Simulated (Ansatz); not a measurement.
Start from `[F][SnH3]` and change one atom or group to get `[F][SnH2][I]`.

Ansatz, PBE0-D4/def2-TZVP geometries, multiplicity 1. 

Elements past krypton have def2 core potentials.

| property | `[F][SnH3]` |
| --- | --- |
| LUMO energy (PBE0/def2-TZVPP) / eV | -0.83 |
| size of the dipole moment (PBE/def2-TZVPP) / D | 2.55 |
| HOMO–LUMO gap (PBE0/def2-TZVPP) / eV | 8.54 |
| HOMO energy (ωB97M-V/def2-TZVPP) / eV | -11.62 |
| size of the dipole moment (B3LYP/def2-TZVPP) / D | 2.72 |
| HOMO energy (PBE/def2-TZVPP) / eV | -7.88 |

Problem. What does the change do to each property? (Estimate.)

Solution. Computed: 
| property | `[F][SnH2][I]` | shift |
| --- | --- | --- |
| LUMO energy (PBE0/def2-TZVPP) / eV | -1.69 | -0.86 |
| size of the dipole moment (PBE/def2-TZVPP) / D | 2.41 | -0.14 |
| HOMO–LUMO gap (PBE0/def2-TZVPP) / eV | 6.25 | -2.29 |
| HOMO energy (ωB97M-V/def2-TZVPP) / eV | -10.06 | 1.56 |
| size of the dipole moment (B3LYP/def2-TZVPP) / D | 2.57 | -0.15 |
| HOMO energy (PBE/def2-TZVPP) / eV | -6.79 | 1.09 |

With PBE0 the HOMO rises by 1.43 eV and the LUMO falls by 0.86 eV, so the gap narrows by about 2.29 eV. PBE moves the HOMO by 1.09 eV and ωB97M-V by 1.56 eV. Dipoles are sizes alone; their direction can turn.

B3LYP here is the variant with VWN-RPA as its local correlation; programs differ in this.

Spin–orbit coupling is left out; it splits and shifts lone-pair levels of the heavy atoms by tenths of an eV.
